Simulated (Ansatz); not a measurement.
Basis-set extrapolation for `CCO[Si](C)(F)F` (PBE0-D4/def2-TZVP geometry, frozen core, the Gaussian-basis code of Ansatz). Multiplicity 1, RHF reference.

|  | def2-TZVPP | def2-QZVPP |
| --- | --- | --- |
| HF | -681.336576 | -681.365251 |
| MP2 correlation | -1.371113 | -1.482182 |
| CCSD(T) correlation | -1.462040 | not run |

Energies in hartree. Use E(X) = E(∞) + A·exp(−7.88·√X) for Hartree–Fock and E(X) = E(∞) + B·X^(−2.97) for correlation, with X = 3 and 4, and add CCSD(T) minus MP2 of the smaller set to the MP2 limit.

**Question.** What is the CCSD(T) energy at the basis-set limit?

**Answer.** HF limit: -681.365251 + (-0.028675) × 0.13774 = -681.36920. MP2 limit: -1.482182 + (-0.111069) × 0.74074 = -1.56446. Higher-order term: -1.462040 − (-1.371113) = -0.09093. Total: -683.02459 hartree, 141.8 kcal/mol below CCSD(T)/def2-TZVPP.
